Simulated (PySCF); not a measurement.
From one molecule to another.

First species: 1,2,3-trifluoropropane, C3H5F3.
Geometry (PBE0-D3(BJ)/def2-SVP, Å), atoms numbered from 1 in this order:
```xyz
11
C3H5F3 angstrom
F      0.3270    1.7326   -0.8469
C     -0.4971    0.6478   -0.9874
C     -0.5188   -0.1732    0.2751
F     -1.1243    0.5314    1.2892
C      0.8652   -0.5581    0.7605
F      1.4659   -1.3486   -0.1835
H     -0.1311    0.0205   -1.8171
H     -1.5168    0.9994   -1.2163
H     -1.1086   -1.0875    0.0785
H      0.7853   -1.1091    1.7111
H      1.4650    0.3527    0.9154
```

Second species: C3H10OSi2.
Z-matrix (Å and degrees, PBE0-D3(BJ)/def2-SVP geometry), rows numbered from 1:
```
Si
O   1  1.6671
C   2  1.4040  1  124.04
C   3  1.5476  2  116.20  1    69.20
Si  4  1.8980  3   86.72  2   145.70
C   3  1.5400  2  112.91  1  -175.08
H   1  1.4980  2  110.26  3    50.90
H   1  1.4959  2  111.82  3   -69.68
H   1  1.4876  2  106.54  3   170.61
H   3  1.1096  2  109.52  1   -53.93
H   4  1.1035  3  109.09  2    36.83
H   4  1.0987  3  117.10  2   -87.56
H   5  1.4932  4  118.67  3  -135.33
H   5  1.4938  4  114.70  3    93.03
H   6  1.1028  3  108.46  2   -38.61
H   6  1.0978  3  116.57  2    84.74
```

Levels: PBE0/def2-SVPD for dipole moment, HOMO energy, LUMO energy, HOMO–LUMO gap, static isotropic polarisability and electronic spatial extent ⟨r²⟩ about the centre of nuclear charge; TDDFT PBE0/def2-SVPD for lowest singlet excitation; TDA PBE0/def2-SVPD for lowest triplet excitation (Tamm–Dancoff); ΔSCF PBE0/def2-SVPD for vertical ionisation energy; PBE0-D3(BJ)/def2-SVP for rotational constant A and rotational constant C. Geometries: PBE0-D3(BJ)/def2-SVP. Each structure is a single optimised conformer of the isolated species, non-relativistic unless stated; the electronic structure was computed with PySCF and density fitting.

Dipoles, sizes and rotational constants follow the conformer. The torsions of the flexible species, by atom-mapped SMILES:
- `[F:1][CH2:2][CH:3]([F:4])[CH2:5][F:6]`: F1–C2–C3–F4 67°, C2–C3–C5–F6 -63°
- `[SiH3:1][O:2][CH:3]1[CH2:4][SiH2:5][CH2:6]1`: Si1–O2–C3–C4 69°

Values for the first species:

```
Dipole moment                                                     : 1.60 D
HOMO energy                                                       : -9.60 eV
LUMO energy                                                       : 0.63 eV
HOMO–LUMO gap                                                     : 10.23 eV
Lowest singlet excitation                                         : 8.95 eV
Lowest triplet excitation (Tamm–Dancoff)                          : 8.58 eV
Static isotropic polarisability                                   : 40.8 au
Vertical ionisation energy                                        : 11.85 eV
Electronic spatial extent ⟨r²⟩ about the centre of nuclear charge : 572 bohr²
Rotational constant A                                             : 4.209 GHz
Rotational constant C                                             : 2.068 GHz
```

Estimate the same properties for the second species, and the change in each.

```json
{"property": "dipole moment", "first": "1.60 D", "second": "0.72 D", "second less first": "-0.88 D"}
{"property": "HOMO energy", "first": "-9.60 eV", "second": "-7.83 eV", "second less first": "+1.77 eV"}
{"property": "LUMO energy", "first": "0.63 eV", "second": "0.24 eV", "second less first": "-0.39 eV"}
{"property": "HOMO–LUMO gap", "first": "10.23 eV", "second": "8.07 eV", "second less first": "-2.16 eV"}
{"property": "lowest singlet excitation", "first": "8.95 eV", "second": "6.77 eV", "second less first": "-2.18 eV"}
{"property": "lowest triplet excitation (Tamm–Dancoff)", "first": "8.58 eV", "second": "6.47 eV", "second less first": "-2.11 eV"}
{"property": "static isotropic polarisability", "first": "40.8 au", "second": "92.9 au", "second less first": "+52.1 au"}
{"property": "vertical ionisation energy", "first": "11.85 eV", "second": "9.62 eV", "second less first": "-2.23 eV"}
{"property": "electronic spatial extent ⟨r²⟩ about the centre of nuclear charge", "first": "572 bohr²", "second": "1182 bohr²", "second less first": "+610 bohr²"}
{"property": "rotational constant A", "first": "4.209 GHz", "second": "7.060 GHz", "second less first": "+2.851 GHz"}
{"property": "rotational constant C", "first": "2.068 GHz", "second": "1.008 GHz", "second less first": "-1.060 GHz"}
```

On the first: The ΔSCF ionisation energy exceeds −ε(HOMO) by 2.25 eV with PBE0. No computed singlet falls in the visible range (750 to 380 nm, 1.65 to 3.26 eV); S1 lies 5.69 eV above its blue end.

On the second: The 10 singlets span 6.77 to 7.93 eV, and their oscillator strengths add up to 0.27. The dipole equals about 2.4 × 10⁻³⁰ C·m (1 D = 3.33564 × 10⁻³⁰ C·m).
